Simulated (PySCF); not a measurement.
Cl2Pb, charge -1, multiplicity 2. Atoms are numbered in the order given.

```xyz
3

Pb     0.0000     0.0000     0.4884
Cl     0.0000     2.0660    -1.1780
Cl     0.0000    -2.0660    -1.1780
```
Charge -1, spin multiplicity 2.

Geometry: r2SCAN-D4/def2-SVPD. The spin state was assumed, not searched. The isomer is the one that the SMILES or the coordinates give; other isomers of the formula were not compared. The def2 effective core potentials stand for the cores of Pb; spin–orbit coupling is left out.

Computed with r2SCAN-D4/def2-SVPD (PySCF).

Frequencies are harmonic and unscaled.

Estimate the vibrational spectrum. (An estimate is asked for; the answer gives what the named calculation found.)


```tsv
mode	ν (cm⁻¹)	IR (km/mol)	moving atoms (share of kinetic energy)
1	71	2.2	Cl 88 %, Pb 12 %
2	224	96.0	Cl 83 %, Pb 17 %
3	244	44.3	Cl 86 %, Pb 14 %
```
